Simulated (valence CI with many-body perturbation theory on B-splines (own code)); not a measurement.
Gd24+: fill in the table

Computed by valence CI with perturbative core correlation (CI+MBPT): four valence electrons over a frozen Dirac-Fock core [Kr], a basis of 7 s, 7 p, 8 d, 6 f, 4 g, 1 h functions for each j, with the one-electron correlation potential Σ1, the two-electron term Σ2, the three-electron term Σ3, Breit, model QED; selected CI, second order for the rest, scaled by the run's own slope (own B-spline code, finite nucleus).

No measured levels were compared; by estimate terms of the open shell hold to 2 to 4 % of their energy, and close levels can change places. The list stops below the first excitations out of the core.

```tsv
Level	E (eV)
(4d3/2^4) J=0	0.000
(4d3/2^3 4d5/2) J=1	5.048
(4d3/2^3 4d5/2) J=2	7.886
(4d3/2^3 4d5/2) J=4	8.850
(4d3/2^3 4d5/2) J=3	9.231
(4d3/2^2 4d5/2^2) J=0 [a]	13.202
(4d3/2^2 4d5/2^2) J=4 [a]	13.844
(4d3/2^2 4d5/2^2) J=2 [a]	14.634
(4d3/2^2 4d5/2^2) J=3 [a]	?
(4d3/2^2 4d5/2^2) J=5	15.916
(4d3/2^2 4d5/2^2) J=1	16.520
(4d3/2^2 4d5/2^2) J=6	16.909
(4d3/2^2 4d5/2^2) J=4 [b]	?
(4d3/2^2 4d5/2^2) J=3 [b]	?
(4d3/2^2 4d5/2^2) J=2 [b]	?
(4d3/2 4d5/2^3) J=4 [a]	21.115
(4d3/2^2 4d5/2^2) J=2 [c]	21.827
(4d3/2 4d5/2^3) J=3 [a]	22.724
(4d3/2 4d5/2^3) J=5	?
(4d3/2 4d5/2^3) J=1 [a]	?
```

Levels are named by their leading jj configuration (3d3/2^4 stands for four electrons in 3d with j = 3/2), which in mixed levels can hold well under half, so a name can repeat and another be missing. Letters in brackets count levels of one name in rising energy.

(1) The levels stand in rising order. What does the calculation give for the missing energies?

Answers

(1) (4d3/2^2 4d5/2^2) J=3 [a] 14.656; (4d3/2^2 4d5/2^2) J=4 [b] 18.058; (4d3/2^2 4d5/2^2) J=3 [b] 18.365; (4d3/2^2 4d5/2^2) J=2 [b] 18.380; (4d3/2 4d5/2^3) J=5 24.087; (4d3/2 4d5/2^3) J=1 [a] 24.164.
